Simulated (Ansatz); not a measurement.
The same path of CH6OSn (9 atoms, charge 0, multiplicity 1) was run twice with different band settings. The coordinate that changes most is the dihedral C1–Sn2–O3–H9.

The calculation used RKS PBE/def2-mTZVP in Ansatz.

Relaxed end points:

```xyz
9
Properties=species:S:1:pos:R:3
C -0.670 1.114 -0.518
Sn 0.409 -0.733 -0.206
O 0.229 -1.259 1.735
H -1.689 1.014 -0.124
H -0.723 1.351 -1.589
H -0.167 1.940 0.002
H 2.097 -0.574 -0.577
H -0.307 -2.072 -1.024
H 0.910 -0.826 2.284
```

```xyz
9
Properties=species:S:1:pos:R:3
C -0.654 1.123 -0.514
Sn 0.517 -0.668 -0.201
O 0.870 -0.872 1.778
H -1.663 0.993 -0.103
H -0.734 1.343 -1.587
H -0.171 1.969 -0.011
H 2.111 -0.549 -0.848
H -0.305 -2.090 -0.761
H 0.118 -1.296 2.230
```

Common settings: climbing image yes; spring 5.0 eV/Å²; optimiser quadratic models (default); start path through a guess of the saddle point; force threshold 0.03 eV/Å; iteration limit 60; end points relaxed.

| run | movable images |
| --- | --- |
| 1 | 5 |
| 2 | 1 |

**Question.** What does each run give, and how far can it be trusted?

**Answer.** Run 1: converged after 5 iterations, highest image 0.018 eV above the first end. A vibrational analysis at the climbing image gives one clearly imaginary mode, 89i cm⁻¹: a first-order saddle point.
Run 2: converged after 6 iterations, highest image 0.018 eV above the first end. Another band between the same ends (5 images) ends at a top of the same energy, where a vibrational analysis finds 1 clearly imaginary mode. So few images can step over the top or miss a turn of the path.
